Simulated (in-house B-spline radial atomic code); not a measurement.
A calculation on Ca IV (Ca3+): its settings, and results tabulated from the run. Level of theory: scalar-relativistic (X2C) B97-1, spin-polarised, spherical fractional occupations, exact exchange averaged over the configuration, Fermi nucleus of rms radius 3.4776 fm; calculated with an all-electron radial atomic-structure program (B-spline basis).

Command:
```bash
python run_scf.py task.json out
```
Settings (nuclear radius in fm, mass in u):
```
Z                20
configuration    [Ne] 3s2 3p5
hamiltonian      x2c
method           b97_1
spin_polarised   True
nucleus          fermi
rms_radius       3.4776
atomic_mass      39.96259
speed_of_light   137.035999084
exact_exchange   averaged over the configuration
```

Output (hartree, bohr):
```
 radial grid: 68 intervals, B-splines of order 8, outer radius 18.6486 bohr

 iter        energy (Eh)    residual
    1        -674.092413    3.64e-01
    2        -677.286295    1.66e-01
    3        -677.813839    6.26e-02
    4        -677.870635    2.32e-02
    5        -677.875989    5.61e-03
    6        -677.876922    2.23e-04
    7        -677.876923    4.37e-05
    8        -677.876923    1.16e-06
    9        -677.876923    6.28e-08

 total energy                      -677.87692
 kinetic                             683.1025
 electron-nucleus                  -1589.4388
 Hartree                             263.6811
 exact exchange                       -7.1906
 exchange-correlation                -28.0312

 orbital      occ     eigenvalue          <r>       <r^2>       <1/r>     <1/r^3>     <1/r^2>       r_max
 1s up      1.000      -147.4653    0.0765911  0.00790414     19.9062           -     828.745     0.05002
 1s down    1.000      -147.4520    0.0765846  0.00790271     19.9076           -     828.836     0.05002
 2s up      1.000       -16.9131     0.363214    0.156264     4.07965           -     72.4545      0.2995
 2s down    1.000       -16.9011     0.363032    0.156048      4.0801           -     72.4436      0.2996
 2p up      3.000       -13.9115     0.326962    0.132206     3.95677     188.337      21.731      0.2465
 2p down    3.000       -13.8920     0.327047    0.132249     3.95515     188.112     21.7126      0.2466
 3s up      1.000        -3.0574      1.12116     1.44157      1.2474           -     10.1273      0.9812
 3s down    1.000        -2.9833      1.12644      1.4564     1.24063           -     10.0017      0.9822
 3p up      3.000        -2.2871      1.20229     1.68367      1.1305     21.6616     2.85192       1.026
 3p down    2.000        -2.2358      1.21097      1.7104     1.12331     21.3992     2.82064       1.028
```

Time taken, with all properties: 0.64 s on 1 thread of Intel(R) Xeon(R) Platinum 8259CL CPU @ 2.50GHz, on a shared host.
